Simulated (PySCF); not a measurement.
Level of theory: B3LYP-D3(BJ)/def2-TZVP // r2SCAN-D4/def2-SVP (PySCF 2.14.0). All species are isolated molecules in the gas phase. One relaxed conformer stands for a flexible species; it need not be the lowest. B3LYP has the VWN-RPA correlation part, as in Gaussian. 

Reference species: [Mo(Cl)4(OH)2] (neutral, multiplicity 1).

The coordination number is 6 and the HOMO is -8.51 eV. The mean distance from the central atom to its bonded neighbours is 2.175 Å.

After one change: the coordination number hardly moves; the HOMO rises by 0.37 eV; the mean distance from the central atom to its bonded neighbours drops by 0.126 Å.

### Question
Name the change that produced these shifts. The new species is one of these.
A) [Mo(Cl)2(OH)4]
B) [Mo(Cl)(OH)5]
C) [Mo(Cl)5(OH)]
D) [Mo(OH)6]

### Answer
A, [Mo(Cl)2(OH)4]
